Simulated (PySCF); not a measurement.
CH₅MoNOS₂, SMILES C[N]=[Mo](=[O])([SH])[SH], multiplicity 1. Coordinates come from a PBE-D3(BJ)/def2-SVP optimisation. The spin state was assumed, not searched. The def2 effective core potentials stand for the cores of Mo; spin–orbit coupling is left out. Other conformers were not sampled.

Computed equilibrium geometry at PBE-D3(BJ)/def2-SVP (PySCF confirms it by a frequency run) as bond lengths and angles, and its point group (one conformer of several):
point group Cs.
Atoms: Mo1 O2 N3 C4 H5 H6 H7 S8 H9 S10 H11. Bonded distances (Å): Mo1–O2 1.702, Mo1–N3 1.744, Mo1–S8 2.357, Mo1–S10 2.357, N3–C4 1.422, C4–H5 1.112, C4–H6 1.113, C4–H7 1.112, S8–H9 1.367, S10–H11 1.367. Bond angles (°): O2–Mo1–N3 111.7, O2–Mo1–S8 111.2, O2–Mo1–S10 111.2, N3–Mo1–S8 103.4, N3–Mo1–S10 103.4, S8–Mo1–S10 115.4, Mo1–N3–C4 152.1, N3–C4–H5 109.9, N3–C4–H6 112.4, N3–C4–H7 109.9, H5–C4–H6 108.6, H5–C4–H7 107.3, H6–C4–H7 108.6, Mo1–S8–H9 93.7, Mo1–S10–H11 93.7.
Charge 0, spin multiplicity 1.
